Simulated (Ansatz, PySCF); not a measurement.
Spin states of COOs (SMILES [O+]#[C-]->[Os]), each relaxed with B3LYP-D3(BJ)/def2-TZVP.
State 1 (charge 0, multiplicity 3):
```xyz
3

Os    -1.012    -0.808    -0.924
O      0.856     0.730     0.757
C      0.122     0.126     0.097
```
State 2 (charge 0, multiplicity 5):
```csv
atom,x (Å),y (Å),z (Å)
Os,-1.0627,-0.8892,-0.9574
O,0.8945,0.6977,0.8107
C,0.1350,0.2390,0.0765
```

Singlets are restricted, other states unrestricted; no spin–orbit coupling, no relativity up to Kr; see below for the cores. The largest T1 diagnostic is 0.053.

Correlated levels freeze the inner cores; with def2 sets outer-core shells near the valence are correlated too.

Programs: Ansatz (Gaussian basis) for Hartree–Fock, density functionals and correlated methods; PySCF for the dispersion terms. Values without a source in brackets are computed. In def2 rows elements past Kr take small-core potentials, without spin–orbit coupling.

| level | energy of the multiplicity-5 state less that of the multiplicity-3 state (kcal/mol) |
|---|---|
| BLYP/def2-TZVPP | 39.21 |
| r2SCANh/def2-TZVPP | 22.27 |
| B3LYP/def2-TZVPP | 34.49 |
| B3LYP-D3(BJ)/def2-TZVPP | 34.50 |
| PBE0-D3(BJ)/def2-TZVPP | 28.03 |
| BHLYP-D3(BJ)/def2-TZVPP | 26.80 |
| wB97X-V/def2-TZVPP | … |
| B2PLYP/def2-TZVPP | 35.50 |
| B2PLYP-D3(BJ)/def2-TZVPP | 35.50 |

**Question.** Some entries are withheld; supply them.

**Answer.** 
- wB97X-V/def2-TZVPP, energy of the multiplicity-5 state less that of the multiplicity-3 state (kcal/mol): 33.79

Ansatz is a program for electronic structure.
